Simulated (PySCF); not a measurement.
## SiTe: from constants to spectrum

RHF-CCSD(T) constants of SiTe, ¹Σ⁺ (singlet), closed shell (Si cc-pV(D+d)Z, Te cc-pVDZ-PP with ECP28; scalar-relativistic core potentials (PySCF 2.14); masses 27.9769 and 129.9062 u):

```
ωe              : 474.0 cm⁻¹
ωexe            : 1.35 cm⁻¹
Be              : 0.13735 cm⁻¹
αe              : 0.000515 cm⁻¹
D (centrifugal) : 4.61e-08 cm⁻¹
De to Si + Te   : 4.20 eV
```

Task: Give the band origin of the fundamental and the first lines of its P and R branches.

Result: ν0 = ωe − 2ωexe = 471.3 cm⁻¹, B0 = 0.13709, B1 = 0.13658 cm⁻¹.

| J″ | P(J″) − ν0 | R(J″) − ν0 |
| --- | --- | --- |
| 0 |  | 0.273 |
| 1 | -0.274 | 0.545 |
| 2 | -0.549 | 0.816 |
| 3 | -0.826 | 1.086 |
| 4 | -1.103 | 1.355 |
| 5 | -1.381 | 1.623 |
| 6 | -1.661 | 1.890 |

Task: Near which J would the R branch turn back, without centrifugal distortion?

Result: At J ≈ (B0 + B1)/(2(B0 − B1)) − 1 ≈ 260.

Correlated steps freeze 9 core orbitals. Correlated levels converge slowly with the basis: in double zeta they bind strong bonds too weakly, by up to about 1 eV, and carry superposition errors of some tenths. Spin–orbit coupling is left out, which matters for elements this heavy, above all for dissociation energies. Where the molecule has an RHF reference, its open-shell atoms are computed with UHF. The CCSD T1 diagnostic is raised, a sign that a single reference may not be enough here.
